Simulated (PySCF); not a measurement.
Cl (SMILES [Cl]), doublet; PW91/def2-SV(P) in PySCF.

PySCF was given this input:
```python
from pyscf import gto, scf, dft

mol = gto.M(
    atom='''
Cl    0.00000000    0.00000000    0.00000000
''',
    basis='def2-sv(p)',
    spin=1,
    verbose=5,
)

mf = dft.UKS(mol)
mf.xc = 'pw91,pw91'
mf.kernel()
mf.analyze()
```

It wrote (shortened):

```
PySCF version 2.14.0

[INPUT] verbose = 5
[INPUT] max_memory = 4000
[INPUT] num. atoms = 1
[INPUT] num. electrons = 17
[INPUT] charge = 0
[INPUT] spin (= nelec alpha-beta = 2S) = 1
[INPUT] symmetry False subgroup None
[INPUT] Mole.unit = angstrom
[INPUT] Symbol           X                Y                Z      unit          X                Y                Z       unit  Magmom
[...]
[INPUT] ---------------- BASIS SET ----------------
[INPUT] l, kappa, [nprim/nctr], expnt,             c_1 c_2 ...
[INPUT] Cl
[...]
                                1571.7365221      0.014754727977
                                357.12065523      0.066679112875
                                100.25185935      0.17228924084
                                30.812727554      0.158837861
[...]
                                5.7045760975      0.60841752753
                                2.3508376809      0.54352153355
[...]
                                72.102015515      -0.063563355471
                                22.532680262      -0.24016428276
                                7.8991765444      -0.47798866557
                                2.8767268321      -0.38515850005
[...]
nuclear repulsion = 0
number of shells = 8
number of NR pGTOs = 36
number of NR cGTOs = 18
basis = def2-sv(p)
ecp = {}

******** <class 'pyscf.dft.uks.UKS'> ********
method = UKS
initial guess = minao
damping factor = 0
level_shift factor = 0
DIIS = <class 'pyscf.scf.diis.CDIIS'>
diis_start_cycle = 1
diis_space = 8
diis_damp = 0
SCF conv_tol = 1e-09
SCF conv_tol_grad = None
SCF max_cycles = 50
direct_scf = True
direct_scf_tol = 1e-13
number electrons alpha = 9  beta = 8
XC library pyscf.dft.libxc version 7.1.2
    S. Lehtola, C. Steigemann, M. J. T. Oliveira, and M. A. L. Marques,  SoftwareX 7, 1–5 (2018)
XC functionals = pw91,pw91
    J. P. Perdew. In P. Ziesche and H. Eschrig, editors, Proceedings of the 75. WE-Heraeus-Seminar and 21st Annual International Symposium on Electronic Structure of Solids, 11. Berlin, 1991. Akademie Verlag.
    J. P. Perdew, J. A. Chevary, S. H. Vosko, K. A. Jackson, M. R. Pederson, D. J. Singh, and C. Fiolhais,  Phys. Rev. B 46, 6671 (1992)
    J. P. Perdew, J. A. Chevary, S. H. Vosko, K. A. Jackson, M. R. Pederson, D. J. Singh, and C. Fiolhais,  Phys. Rev. B 48, 4978 (1993)
    J. P. Perdew. In P. Ziesche and H. Eschrig, editors, Proceedings of the 75. WE-Heraeus-Seminar and 21st Annual International Symposium on Electronic Structure of Solids, 11. Berlin, 1991. Akademie Verlag.
    J. P. Perdew, J. A. Chevary, S. H. Vosko, K. A. Jackson, M. R. Pederson, D. J. Singh, and C. Fiolhais,  Phys. Rev. B 46, 6671 (1992)
    J. P. Perdew, J. A. Chevary, S. H. Vosko, K. A. Jackson, M. R. Pederson, D. J. Singh, and C. Fiolhais,  Phys. Rev. B 48, 4978 (1993)
radial grids:
    Treutler-Ahlrichs [JCP 102, 346 (1995); DOI:10.1063/1.469408] (M4) radial grids

becke partition: Becke, JCP 88, 2547 (1988); DOI:10.1063/1.454033
pruning grids: <function nwchem_prune>
grids dens level: 3
symmetrized grids: False
atomic radii adjust function: <function treutler_atomic_radii_adjust>
small_rho_cutoff = 0
Set gradient conv threshold to 3.16228e-05
atom Cl rad-grids = 80, ang-grids = [ 50  50  50  50  50  50  50  50  50  50  50  50  50  50  50  50  50  50
  50  50  50  50  50  50  86  86  86  86  86  86  86  86  86  86  86  86
  86 350 350 350 350 350 350 350 350 350 434 434 434 434 434 434 434 434
 434 434 434 434 434 434 434 434 434 434 350 350 350 350 350 350 350 350
 350 350 350 350 350 350 350 350]
tot_boxes 729, boxes in each direction [7 7 7]
Padding 0 grids
tot grids = 18880
nelec by numeric integration = [8.48592643 8.48592643]
E1 = -634.3729318583779  E2 = 174.45381047147404  Ecoul = 202.59817704040253  Exc = -28.144366568928486
init E= -459.919121386904
cond(S) = 18.683059405053985

  alpha mo_energy =
[-100.73574605   -9.24956519   -7.07640526   -7.07640526   -7.07640526
   -0.76732464   -0.32744515   -0.32744515   -0.32744515    0.37334144
[...]
converged SCF energy = -459.971507009657  <S^2> = 0.75156236  2S+1 = 2.0015618
Total Energy =                        -459.971507009656989
[...]
0 Cl 3py        -0.00000   0.62548   0.50050  -0.59842  -0.00000
0 Cl 3pz         0.00000   0.55048   0.26032   0.79314  -0.00000
0 Cl 4px        -0.00000   0.00616  -0.00920  -0.00094  -0.00000
0 Cl 4py        -0.00000  -0.00697  -0.00558   0.00497  -0.00000
0 Cl 4pz         0.00000  -0.00614  -0.00290  -0.00659  -0.00000
0 Cl 3dxy        0.00062   0.00000  -0.00000   0.00000   0.00049
0 Cl 3dyz        0.00435   0.00000   0.00000  -0.00000   0.00346
0 Cl 3dz^2      -0.00235   0.00000  -0.00000   0.00000  -0.00187
0 Cl 3dxz       -0.00082   0.00000  -0.00000   0.00000  -0.00065
0 Cl 3dx2-y2     0.00158  -0.00000  -0.00000   0.00000   0.00126
               #11       #12       #13       #14       #15
0 Cl 1s          0.00000   0.00000  -0.00000   0.00000  -0.00001
0 Cl 2s          0.00000   0.00000  -0.00000  -0.00000   0.00010
0 Cl 3s         -0.00000  -0.00000   0.00000   0.00000  -0.00529
0 Cl 4s         -0.00000  -0.00000   0.00000  -0.00000   0.00421
0 Cl 2px        -0.00000   0.00000  -0.00000  -0.00000   0.00000
0 Cl 2py         0.00000   0.00000  -0.00000  -0.00000   0.00000
0 Cl 2pz        -0.00000  -0.00000  -0.00000  -0.00000  -0.00000
0 Cl 3px         0.00000  -0.00000   0.00000  -0.00000  -0.00000
0 Cl 3py         0.00000   0.00000   0.00000   0.00000  -0.00000
0 Cl 3pz        -0.00000  -0.00000  -0.00000  -0.00000   0.00000
0 Cl 4px         0.00000  -0.00000   0.00000   0.00000  -0.00000
0 Cl 4py        -0.00000   0.00000  -0.00000   0.00000  -0.00000
0 Cl 4pz        -0.00000   0.00000  -0.00000   0.00000   0.00000
0 Cl 3dxy        0.79163   0.08377   0.26632  -0.53078   0.11683
0 Cl 3dyz       -0.02091  -0.48744   0.22633   0.18643   0.82217
0 Cl 3dz^2      -0.08752  -0.30901   0.82532   0.13715  -0.44370
0 Cl 3dxz        0.60017  -0.07706  -0.17493   0.76110  -0.15484
0 Cl 3dx2-y2    -0.07085   0.80868   0.40754   0.29229   0.29916
               #16       #17       #18
0 Cl 1s         -0.00000  -0.00000  -0.00000
0 Cl 2s         -0.00000   0.00000   0.00000
0 Cl 3s         -0.00000   0.00000   0.00000
0 Cl 4s          0.00000   0.00000   0.00000
0 Cl 2px         0.00573  -0.00136   0.00069
0 Cl 2py         0.00148   0.00451  -0.00365
0 Cl 2pz         0.00030   0.00360   0.00483
0 Cl 3px        -0.01082   0.00256  -0.00094
0 Cl 3py        -0.00280  -0.00852   0.00500
0 Cl 3pz        -0.00057  -0.00679  -0.00663
0 Cl 4px        -0.96684   0.22882  -0.11270
0 Cl 4py        -0.24989  -0.76112   0.59843
0 Cl 4pz        -0.05115  -0.60678  -0.79314
0 Cl 3dxy       -0.00000  -0.00000  -0.00000
0 Cl 3dyz       -0.00000  -0.00000  -0.00000
0 Cl 3dz^2       0.00000  -0.00000  -0.00000
0 Cl 3dxz        0.00000  -0.00000  -0.00000
0 Cl 3dx2-y2     0.00000   0.00000   0.00000

To work with the spin densities directly, `use mulliken_meta_spin()` only printing them here.

 ** Mulliken spin pop alpha/beta on meta-lowdin orthogonal AOs **
 ** Mulliken Spin Density (per AO)  **
spin_pop of  0 Cl 1s       -0.00000
spin_pop of  0 Cl 2s       -0.00001
spin_pop of  0 Cl 3s       -0.00114
spin_pop of  0 Cl 4s        0.00005
spin_pop of  0 Cl 2px      -0.00000
spin_pop of  0 Cl 2py       0.00002
spin_pop of  0 Cl 2pz       0.00003
spin_pop of  0 Cl 3px       0.01262
spin_pop of  0 Cl 3py       0.35781
spin_pop of  0 Cl 3pz       0.62859
spin_pop of  0 Cl 4px       0.00009
spin_pop of  0 Cl 4py       0.00033
spin_pop of  0 Cl 4pz       0.00052
spin_pop of  0 Cl 3dxy      0.00001
spin_pop of  0 Cl 3dyz      0.00074
spin_pop of  0 Cl 3dz^2     0.00022
spin_pop of  0 Cl 3dxz      0.00003
spin_pop of  0 Cl 3dx2-y2    0.00010
 ** Mulliken Spin Density (per atom)  **
spin density of  0 Cl =      1.00000
 ** Mulliken pop alpha/beta on meta-lowdin orthogonal AOs **
 ** Mulliken pop       alpha | beta **
[...]
In total             9.00000 | 8.00000
 ** Mulliken atomic charges   ( Nelec_alpha | Nelec_beta ) **
charge of  0Cl =      0.00000  (     9.00000      8.00000 )
Dipole moment(X, Y, Z, Debye): -0.00000,  0.00000, -0.00000
```
